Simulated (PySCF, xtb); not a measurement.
C₄H₄N, SMILES [c]1cc[nH]c1, multiplicity 2.

The structure is a stationary point at PBE0-D3(BJ)/def2-SVP. The isomer is the one that the SMILES or the coordinates give; other isomers of the formula were not compared.

Calculation: C-PCM-M06-2X/def2-SVP run with PySCF 2.14.0.

The values are the electrostatic part of the solvation free energy, E(continuum) − E(gas) at the gas-phase geometry, in a cavity of scaled van der Waals radii (PySCF's table); cavitation and dispersion terms are not included. The dipole moment in vacuum is 2.64 D.

| solvent | ε | ΔG(elec) (kcal/mol) | dipole (D) |
|---|---|---|---|
| water | 78.36 | -6.1 | 3.54 |
| toluene | 2.37 | … | … |
| 1-octanol | 9.86 | -5.5 | 3.44 |

Task: Some entries are withheld; supply them. (An estimate is asked for; the answer gives what the named calculation found.)

Result: 
- toluene, ΔG(elec) (kcal/mol): -3.3
- toluene, dipole (D): 3.11

For comparison, GFN2-xTB/ALPB(water) (xtb, at the GFN2-xTB geometry, all terms of that model) gives -2.8 kcal/mol.
